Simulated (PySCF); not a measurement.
GaCl2I, SMILES [Cl][Ga]([Cl])[I].

Geometry: PBE0-D3(BJ)/def2-SVP. The structure was generated by enumeration; whether it is a known compound was not checked. The def2 effective core potentials stand for the cores of I; spin–orbit coupling is left out.

All values below come from IEF-PCM-M06-2X/def2-SVP (PySCF).

The values are the electrostatic part of the solvation free energy, E(continuum) − E(gas) at the gas-phase geometry, in a cavity of scaled van der Waals radii (PySCF's table); cavitation and dispersion terms are not included. A continuum can't describe solvent molecules that bind to the metal. In vacuum the orbital gap is 8.20 eV. The dipole moment in vacuum is 0.75 D.

**Question.** Estimate the values in water (ε = 78.36), acetonitrile (ε = 35.69), toluene (ε = 2.37). (Estimate from the structure and the level; the computed values follow.)

**Answer.** 
| solvent | ε | ΔG(elec) (kcal/mol) | dipole (D) | gap (eV) |
|---|---|---|---|---|
| water | 78.36 | -4.6 | 0.86 | 8.31 |
| acetonitrile | 35.69 | -4.5 | 0.86 | 8.31 |
| toluene | 2.37 | -2.1 | 0.82 | 8.25 |
